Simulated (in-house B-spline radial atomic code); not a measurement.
Response of the neon ion Ne⁶⁺ as one setting changes: the share of exact exchange in a PBE hybrid. A dash marks a strongly mixed or unbound state. Computed with an all-electron radial atomic-structure program (B-spline basis): linear response of the closed shell [He] 2s2 with the functional's adiabatic kernel; non-relativistic, point nucleus, no spin-orbit coupling, no double excitations, S, P, D and F terms only.

```tsv
share of exact exchange in a PBE hybrid	lowest 1P (eV)	lowest 3P, Tamm-Dancoff (eV)	minus highest occupied level (eV)	α (bohr³)
0	2s → 2p 24.639	2s → 2p 12.268	192.19	0.4932
0.1	2s → 2p 24.568	2s → 2p 12.178	193.47	0.496
0.2	2s → 2p 24.498	2s → 2p 12.088	194.76	0.4988
0.3	?	?	?	?
0.4	?	?	?	?
0.5	2s → 2p 24.289	2s → 2p 11.822	198.59	0.5073
0.6	2s → 2p 24.219	2s → 2p 11.734	199.87	0.5102
0.7	2s → 2p 24.150	2s → 2p 11.646	201.15	0.5131
0.8	2s → 2p 24.080	2s → 2p 11.558	202.43	0.5161
0.9	2s → 2p 24.011	2s → 2p 11.471	203.70	0.5191
1	2s → 2p 23.942	2s → 2p 11.384	204.98	0.5221
```

(1) What belongs in the row for 0.3?

(2) What belongs in the row for 0.4?

Answers

(1) lowest 1P (eV): 2s → 2p 24.428; lowest 3P, Tamm-Dancoff (eV): 2s → 2p 11.999; minus highest occupied level (eV): 196.04; α (bohr³): 0.5016.

(2) lowest 1P (eV): 2s → 2p 24.358; lowest 3P, Tamm-Dancoff (eV): 2s → 2p 11.911; minus highest occupied level (eV): 197.32; α (bohr³): 0.5044.
